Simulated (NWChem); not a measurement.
SbBrCl₂; SMILES [Cl][Sb]([Cl])[Br]

```xyz
4

Sb     0.5814     0.4702     0.0000
Cl    -0.7568     1.2655     1.8151
Cl    -0.7568     1.2655    -1.8151
Br    -0.1527    -1.9639     0.0000
```
Atoms are numbered in this order, from 1.

Level: PBE-D3(BJ)/def2-SVP with def2 effective core potentials on Sb (NWChem), optimised geometry, unscaled harmonic frequencies. This build's default masses of Se (78.918 u) and Br (79.917 u) are each other's, which moves their modes by up to 0.6 %. def2 effective core potentials on Sb; no spin-orbit coupling.

### Question
List the harmonic frequencies with IR intensities, and the thermochemistry.

### Answer
| frequency (cm⁻¹) | IR intensity (km/mol) |
|---|---|
| 88 | 0.4 |
| 99 | 1.1 |
| 123 | 2.7 |
| 247 | 34.3 |
| 352 | 62.3 |
| 359 | 35.0 |

```json
{
 "zero_point_energy": "1.8 kcal/mol",
 "thermal correction to the enthalpy at 298.15 K (with zero-point energy)": "6.3 kcal/mol",
 "heat capacity Cv": "16.7 cal/(mol K)",
 "entropy at 298.15 K and 1 atm (symmetry number 1)": "86.9 cal/(mol K)"
}
```

Rigid rotor and harmonic oscillator; modes under 100 cm⁻¹ make the entropy uncertain.
